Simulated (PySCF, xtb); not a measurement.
HSSi, SMILES [Si]=[SH+] (connectivity only; charge and spin as stated), charge +1, multiplicity 1.

GFN2-xTB (xtb) at its own geometry gives an orbital gap of 2.46 eV.

Coordinates come from a PBE0-D3(BJ)/def2-TZVP optimisation. The isomer is the one that the SMILES or the coordinates give; other isomers of the formula were not compared.

Question: What does PBE/def2-TZVPD run with PySCF give? (The exact figures need the calculation; the answer reports its results.)

Answer: gap 3.26 eV (levels -13.71 and -10.45 eV).
